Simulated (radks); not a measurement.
Radial electron density D(r) = 4 pi r^2 rho(r) of an atom or ion with 4 electrons. All-electron calculation, scalar-relativistic Kohn-Sham, PBEsol, spin-polarised, spherical densities, finite nucleus; Fermi nuclear charge, rms radius of each element as measured or else 0.836 A^(1/3) + 0.57 fm. Program: a radial shooting solver on a logarithmic mesh with Libxc functionals.

```
   r/bohr * D(r) (the largest magnitude, 77.4, reaches the edge; | marks zero)
0.0007966 | *
0.0008769 | *
0.0009653 |  *
 0.001054 |  *
  0.00116 |  *
 0.001277 |   *
 0.001406 |    *
 0.001547 |    *
  0.00169 |     *
  0.00186 |      *
 0.002048 |       *
 0.002254 |         *
 0.002481 |          *
 0.002731 |            *
 0.002982 |              *
 0.003283 |                *
 0.003613 |                  *
 0.003977 |                     *
 0.004378 |                       *
 0.004781 |                          *
 0.005263 |                             *
 0.005793 |                                *
 0.006377 |                                    *
 0.007019 |                                       *
 0.007665 |                                          *
 0.008437 |                                             *
 0.009287 |                                                *
  0.01022 |                                                  *
  0.01125 |                                                    *
  0.01229 |                                                      *
  0.01353 |                                                      *
  0.01489 |                                                      *
  0.01639 |                                                    *
  0.01804 |                                                  *
  0.01986 |                                              *
  0.02169 |                                          *
  0.02387 |                                      *
  0.02628 |                                 *
  0.02892 |                           *
  0.03184 |                       *
  0.03477 |                   *
  0.03827 |                *
  0.04212 |              *
  0.04637 |             *
  0.05104 |             *
  0.05574 |              *
  0.06135 |               *
  0.06753 |                *
  0.07434 |                 *
  0.08183 |                 *
  0.08936 |                *
  0.09836 |              *
   0.1083 |           *
   0.1192 |        *
   0.1312 |      *
   0.1444 |   *
   0.1577 |  *
   0.1736 | *
   0.1911 |*
   0.2103 *
   0.2315 *
   0.2528 *
   0.2783 *
   0.3063 *
```

What is the nuclear charge?

Answer. Z = 63. The innermost maximum, from 1s, lies near gamma/Z bohr with gamma = sqrt(1 - (Z/c)^2) = 0.888, here 0.0141 bohr (found: 0.0135), and its height grows with Z. The density is that of the europium ion Eu59+ in [He] 2s2; the configuration itself is not fixed sharply by these data, and Z only to a few units. D(r) has 2 maxima, at r = 0.0135, 0.0755 bohr, and minima at 0.0475 bohr, inside which lie 2.07 electrons.
